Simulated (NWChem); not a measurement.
Species: Si₂H₄OF₂; SMILES F[SiH2]O[SiH2]F

```xyz
9

Si    -0.6602    -1.4395    -0.0897
F      0.1827    -2.0390     1.1557
O     -0.0205     0.0178    -0.5080
Si     0.6555     1.4529    -0.0715
F     -0.1817     2.0665     1.1706
H     -2.0659    -1.2751     0.3529
H     -0.5082    -2.3626    -1.2387
H      0.5391     2.3874    -1.2154
H      2.0520     1.2475     0.3834
```
Atoms are numbered in this order, from 1.

Level: PBE0/def2-SVP (NWChem), optimised geometry, unscaled harmonic frequencies. 

```csv
frequency (cm⁻¹),IR intensity (km/mol)
19,0.9
41,4.9
56,1.7
310,37.6
339,4.5
598,1.5
707,140.1
711,95.6
735,2.4
741,0.5
878,55.2
882,13.8
936,558.2
981,170.5
982,104.6
1002,183.4
1140,520.6
2293,160.9
2296,10.5
2304,150.0
2306,139.1
```

The zero-point energy is 28.9 kcal/mol, the thermal correction to the enthalpy at 298.15 K (with zero-point energy) is 34.0 kcal/mol and the heat capacity Cv is 22.3 cal/(mol K). The entropy at 298.15 K and 1 atm (symmetry number 1) is 89.1 cal/(mol K) and the dipole moment is 1.62 D.

Rigid rotor and harmonic oscillator; modes under 100 cm⁻¹ make the entropy uncertain.
